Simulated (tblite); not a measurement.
Compound: C₃H₁₁N₂PSi₂.
Atom-mapped SMILES: `[CH3:1][C:2]#[C:3][Si@@:4]([NH2:5])([PH2:6])[SiH2:7][NH2:8]` (hydrogens: H9, H10, H11 on C1; H12, H13 on N5; H14, H15 on P6; H16, H17 on Si7; H18, H19 on N8)

Computed with GFN2-xTB (tblite), gas phase: L-BFGS steps from a force-field or distance-geometry start until the largest atomic force falls under 0.01 eV/Å.

Geometry at step 29:
```
atom  x, y, z in Å
C1      3.4453    1.2537   -0.6154
C2      2.2277    0.5214   -0.3356
C3      1.1964   -0.0820   -0.1631
Si4    -0.4751   -0.8366    0.1045
N5     -0.2680   -2.4414   -0.5328
P6     -0.8787   -1.1540    2.3197
Si7    -2.1826    0.4376   -0.8141
N8     -2.5931    1.5766    0.4095
H9      3.8962    1.6132    0.3099
H10     4.1690    0.6199   -1.1305
H11     3.2023    2.1017   -1.2577
H12    -1.0709   -3.0474   -0.5956
H13     0.3133   -2.5639   -1.3466
H14     0.0809   -2.1303    2.4744
H15    -0.0094   -0.1677    2.7413
H16    -1.8505    1.2579   -1.9799
H17    -3.2916   -0.4374   -1.2502
H18    -2.5398    1.2989    1.3780
H19    -3.3811    2.1892    0.2770
```

Q: What forces act on the atoms?

A: 
```json
{"atom": "C1", "Fx (eV/Å)": "-0.012", "Fy (eV/Å)": "-0.041", "Fz (eV/Å)": "0.002"}
{"atom": "C2", "Fx (eV/Å)": "-0.071", "Fy (eV/Å)": "-0.041", "Fz (eV/Å)": "-0.058"}
{"atom": "C3", "Fx (eV/Å)": "0.140", "Fy (eV/Å)": "0.104", "Fz (eV/Å)": "-0.026"}
{"atom": "Si4", "Fx (eV/Å)": "0.099", "Fy (eV/Å)": "-0.023", "Fz (eV/Å)": "-0.084"}
{"atom": "N5", "Fx (eV/Å)": "-0.003", "Fy (eV/Å)": "-0.038", "Fz (eV/Å)": "-0.035"}
{"atom": "P6", "Fx (eV/Å)": "-0.055", "Fy (eV/Å)": "-0.052", "Fz (eV/Å)": "0.128"}
{"atom": "Si7", "Fx (eV/Å)": "0.024", "Fy (eV/Å)": "-0.009", "Fz (eV/Å)": "0.073"}
{"atom": "N8", "Fx (eV/Å)": "-0.041", "Fy (eV/Å)": "-0.005", "Fz (eV/Å)": "0.013"}
{"atom": "H9", "Fx (eV/Å)": "-0.042", "Fy (eV/Å)": "0.021", "Fz (eV/Å)": "-0.020"}
{"atom": "H10", "Fx (eV/Å)": "-0.062", "Fy (eV/Å)": "-0.019", "Fz (eV/Å)": "0.021"}
{"atom": "H11", "Fx (eV/Å)": "0.065", "Fy (eV/Å)": "0.016", "Fz (eV/Å)": "0.052"}
{"atom": "H12", "Fx (eV/Å)": "0.027", "Fy (eV/Å)": "0.006", "Fz (eV/Å)": "0.047"}
{"atom": "H13", "Fx (eV/Å)": "-0.045", "Fy (eV/Å)": "0.033", "Fz (eV/Å)": "0.005"}
{"atom": "H14", "Fx (eV/Å)": "0.021", "Fy (eV/Å)": "-0.023", "Fz (eV/Å)": "-0.004"}
{"atom": "H15", "Fx (eV/Å)": "-0.009", "Fy (eV/Å)": "0.050", "Fz (eV/Å)": "-0.032"}
{"atom": "H16", "Fx (eV/Å)": "0.028", "Fy (eV/Å)": "0.006", "Fz (eV/Å)": "-0.033"}
{"atom": "H17", "Fx (eV/Å)": "-0.064", "Fy (eV/Å)": "0.008", "Fz (eV/Å)": "-0.026"}
{"atom": "H18", "Fx (eV/Å)": "-0.002", "Fy (eV/Å)": "-0.026", "Fz (eV/Å)": "-0.019"}
{"atom": "H19", "Fx (eV/Å)": "0.004", "Fy (eV/Å)": "0.033", "Fz (eV/Å)": "-0.005"}
```

The largest, 0.18 eV/Å, acts on C3; the rms over all components is 0.047 eV/Å. The forces sum to zero within rounding, as they must for an isolated molecule in no field.

Q: Give the force on C3 in Eh/bohr and in nN.

A: 0.176 eV/Å ÷ 51.422 = 0.00343 Eh/bohr, and 0.176 eV/Å × 1.602 = 0.28 nN.

Q: How far is this geometry from the end of the optimisation?

A: 0.058 eV above it, and 0.305 Å rms away after alignment. The bonds farthest from their final lengths, with half the difference of the two atoms' forces along the bond (positive lengthens):

```json
{"bond": "Si4–N5", "now (Å)": "1.739", "final (Å)": "1.734", "force along bond (eV/Å)": "-0.01"}
{"bond": "C3–Si4", "now (Å)": "1.853", "final (Å)": "1.857", "force along bond (eV/Å)": "+0.04"}
{"bond": "Si4–Si7", "now (Å)": "2.320", "final (Å)": "2.323", "force along bond (eV/Å)": "0.00"}
{"bond": "Si7–H17", "now (Å)": "1.478", "final (Å)": "1.481", "force along bond (eV/Å)": "+0.04"}
{"bond": "Si7–H16", "now (Å)": "1.464", "final (Å)": "1.466", "force along bond (eV/Å)": "+0.05"}
{"bond": "C1–C2", "now (Å)": "1.448", "final (Å)": "1.446", "force along bond (eV/Å)": "+0.02"}
```

The angle farthest from its final value is Si4–Si7–H16, 117.1° against 114.2°.

The cost below is that of the whole relaxation. Hardware: an Arm Neoverse N1 with one thread, no GPU (shared host). Cost: 2.3 s.
